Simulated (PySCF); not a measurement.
C6H11FO.
Numbering: `[CH3:1]/[CH:2]=[C:3](/[F:4])[CH2:5][O:6][CH2:7][CH3:8]` (hydrogens: H9, H10, H11 on C1; H12 on C2; H13, H14 on C5; H15, H16 on C7; H17, H18, H19 on C8)

Computed with PySCF at B3LYP/def2-SVPD, non-relativistic, on one gas-phase PBE0-D3(BJ)/def2-SVP geometry that isn't relaxed in the solvent. The solvent is an IEF-PCM continuum (Bondi radii, 1.10 Å for H, scaled by 1.2), and excitations are vertical TDDFT with non-equilibrium linear response and a frozen core. Only the electrostatic response of the medium enters.

Gas-phase singlets (H = HOMO, L = LUMO):

```csv
state,E (eV),λ (nm),f,leading configuration
S1,6.292,197,0.007,H→L+1 75%
S2,6.574,189,0.002,H-1→L 98%
S3,6.805,182,0.058,H→L+2 62%
S4,6.869,181,0.193,H→L 53%
S5,6.984,178,0.027,H-1→L+1 95%
```

**Question.** What are the lowest 5 singlets in tetrahydrofuran (ε = 7.426)?

**Answer.** 
```csv
state,E (eV),λ (nm),f,leading configuration,change by rank (eV)
S1,6.374,195,0.020,H→L+1 72%,+0.082
S2,6.544,189,0.005,H-1→L 98%,-0.030
S3,6.775,183,0.164,H→L+2 49%,-0.030
S4,6.799,182,0.185,H→L+2 37%,-0.070
S5,7.034,176,0.016,H-1→L+1 96%,+0.050
```

**Question.** How does the list change in dichloromethane (ε = 8.93)?

**Answer.** 
```tsv
state	E (eV)	λ (nm)	f	leading configuration	change by rank (eV)
S1	6.376	194	0.021	H→L+1 72%	+0.084
S2	6.543	189	0.006	H-1→L 98%	-0.031
S3	6.771	183	0.167	H→L+2 49%	-0.034
S4	6.798	182	0.184	H→L+2 38%	-0.071
S5	7.036	176	0.015	H-1→L+1 96%	+0.052
```

**Question.** The ground-state energy changes by -0.126 eV from gas to dichloromethane. By how much does the total energy of gas-phase S5 change?

**Answer.** E(S5) = E(S0) + excitation energy, so it changes by -0.126 + 0.052 = -0.074 eV: it is lowered less than the ground state, which is what a blue shift means. This is the vertical state, with the slow part of the continuum still set for S0.

**Question.** How do the frontier levels move from gas to dichloromethane?

**Answer.** 
| orbital | gas (eV) | solvent (eV) | change (eV) | Löwdin shares, gas | Löwdin shares, solvent |
| --- | --- | --- | --- | --- | --- |
| LUMO+2 | 0.87 | 0.94 | +0.07 | C3 11 %, C8 11 %, C5 10 %, F4 9 % | F4 18 %, C3 15 %, C8 9 %, C5 7 % |
| LUMO+1 | 0.39 | 0.56 | +0.17 | C8 12 %, C1 11 %, C7 10 %, C2 9 % | C1 12 %, C8 11 %, C2 10 %, C7 9 % |
| LUMO | 0.14 | 0.21 | +0.07 | C3 28 %, C2 25 %, C5 9 %, C1 7 % | C3 29 %, C2 26 %, C5 9 %, C1 7 % |
| HOMO | -6.78 | -6.74 | +0.04 | C2 34 %, C3 30 %, F4 12 %, C1 8 % | C2 33 %, C3 30 %, F4 12 %, C1 8 % |
| HOMO-1 | -7.50 | -7.40 | +0.10 | O6 55 %, C7 10 %, C5 7 %, H16 5 % | O6 54 %, C7 11 %, C5 7 %, H15 5 % |
| HOMO-2 | -9.07 | -8.99 | +0.08 | O6 49 %, C7 12 %, C5 10 %, C8 6 % | O6 47 %, C7 13 %, C5 10 %, C8 6 % |
| HOMO-3 | -9.75 | -9.58 | +0.17 | C8 16 %, C7 14 %, C2 8 %, C1 8 % | C8 18 %, C7 14 %, H18 8 %, H19 7 % |

The HOMO–LUMO gap goes from 6.92 to 6.95 eV.

Shape of the structure used: `[CH3:1]/[CH:2]=[C:3](/[F:4])[CH2:5][O:6][CH2:7][CH3:8]`: C2–C3–C5–O6 26°, C3–C5–O6–C7 73°, C5–O6–C7–C8 179°.
